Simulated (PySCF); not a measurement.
**C₆ coefficients of unlike pairs at BHandHLYP**

Calculated with PySCF 2.14 from the dipole response of each species, C₆(A,B) = (3/π) ∫ α_A(iu) α_B(iu) du, in atomic units, from isotropic polarisabilities. For ions this is the dispersion term alone; charge-induced terms of lower order in 1/R come first.

```tsv
species	configuration	basis	relativity	α (bohr³)	C₆ (like pair)
F⁺	[He] 2s2 2p4 (3P)	x2c-TZVPPall with one added diffuse shell each of s, p, d type (6s4p3d1f)	spin-free X2C	1.772	3.253
W²⁺	[Xe] 4f14 5d4 (5D)	def2-QZVPPD with the def2 core potential (60 electrons) (7s6p4d3f2g)	core potential	12.57	74.54
P³⁺	[Ne] 3s2 (1S)	aug-cc-pVTZ-DK (6s5p3d2f)	spin-free X2C	6.681	16.74
Kr	[Kr] (1S)	aug-cc-pV5Z-PP with ECP10MDF (8s7p6d4f3g2h)	core potential	17.05	131.3
```

Q: Estimate C₆ for W²⁺ with F⁺.

A: The integral gives 14.94. The combination rule 2 C_A C_B / (C_A α_B/α_A + C_B α_A/α_B) gives 14.44 and the geometric mean 15.57.

No spin-orbit coupling is included.

The other pairs:

| pair | C₆ |
| --- | --- |
| P³⁺, F⁺ | 6.511 |
| P³⁺, W²⁺ | 34.57 |
| Kr, W²⁺ | 98.32 |
| Kr, F⁺ | 19.15 |
| Kr, P³⁺ | 46.59 |
